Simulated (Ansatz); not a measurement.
C$_{3}$H$_{7}$Se (SMILES CC(C)[Se]), doublet, geometry from GFN2-xTB; SC-NEVPT2/6-31G, CASSCF(3,5) in Ansatz (a quantum-chemistry and plane-wave program).

Input for Ansatz:
Ansatz 0.2 input:
```yaml
crystal:
  periodic: [false, false, false]
  atoms:
    - {symbol: C, position_ang: [-0.59737299, -1.60995056, 1.03820985]}
    - {symbol: C, position_ang: [0.34939982, -0.44395940, 0.81800396]}
    - {symbol: C, position_ang: [1.74322399, -0.89870347, 0.42447281]}
    - {symbol: Se, position_ang: [-0.38683910, 0.77358053, -0.57879434]}
    - {symbol: H, position_ang: [-0.22233461, -2.24079602, 1.84278064]}
    - {symbol: H, position_ang: [-0.67698642, -2.21256045, 0.13532674]}
    - {symbol: H, position_ang: [-1.59108929, -1.25890350, 1.30910764]}
    - {symbol: H, position_ang: [0.39741249, 0.17517744, 1.71861377]}
    - {symbol: H, position_ang: [2.16585351, -1.51508722, 1.21656454]}
    - {symbol: H, position_ang: [1.70836578, -1.48771341, -0.49014574]}
    - {symbol: H, position_ang: [2.39980291, -0.04617424, 0.26264027]}
basis:
  gaussian:
    orbitals: 6-31G
correlation: {method: sc_nevpt2, electrons: all, active_space: {window: {electrons: 3, orbitals: 5}}}
magnetization: {spin_polarized: false, initial_magnetization: 1}
```

**Question.** Predict the main parts of the log of this Ansatz run.

**Answer.** 
```
Functional definition: HF
855 factors; integrals over basis functions are off by at most 4.3e-4 eV
mean field evaluation 1: about -68492.2205 eV, gradient 2.2e1 eV
mean field evaluation 2: about -68492.3112 eV, gradient 2.2e1 eV
mean field evaluation 4: about -68493.9496 eV, gradient 1.9e0 eV
mean field evaluation 8: about -68493.9611 eV, gradient 2.9e-4 eV
mean field evaluation 16: about -68493.9611 eV, gradient 4.2e-4 eV
mean field evaluation 32: about -68493.9697 eV, gradient 3.2e-3 eV
mean field evaluation 64: about -68493.9661 eV, gradient 1.0e-2 eV
mean field evaluation 96: about -68493.9609 eV, gradient 8.7e-1 eV
mean field -68493.96969181 eV, -2517.1069592937 hartree, gradient 2.2e-6 eV, S^2 0.750000; 6 other end points of the search recorded, 0 dependent functions left out
reference -68493.96969181 eV, -2517.1069592937 hartree; 30, 29 occupied and 40, 41 virtual orbitals, 855 factors
state -68494.54169830 eV, -2517.1279801445 hartree
state -68494.54169830 eV, -2517.1279801445 hartree; corrected -68508.06673845 eV, -2517.6250162025 hartree
Total energy: -68508.06673845 eV, -2517.6250162025 hartree
```
